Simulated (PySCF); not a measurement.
## Correlation energy of Ag²⁺ (silver, charge +2)

[Kr] 4d8 5s1, high-spin 4F determinant (an excited configuration). Calculation: PySCF 2.14, in x2c-TZVPPall (8s6p6d2f1g, 79 functions); the spin-free X2C one-electron Hamiltonian (Gaussian nucleus). Frozen: [Ar] 3d10; 17 electrons correlated.

| level | correlation energy (mhartree) |
| --- | --- |
| CCSD | -525.38 |
| (T) | -10.95 |
| CCSD(T) | -536.33 |

Diagnostics: T1 = 0.0057, D1 = 0.0235, largest double amplitude 0.022.

Cost of the coupled-cluster step: about 30 core-seconds, for 17 correlated electrons.

This basis was not built for core-valence correlation, so the inner-shell part is incomplete.
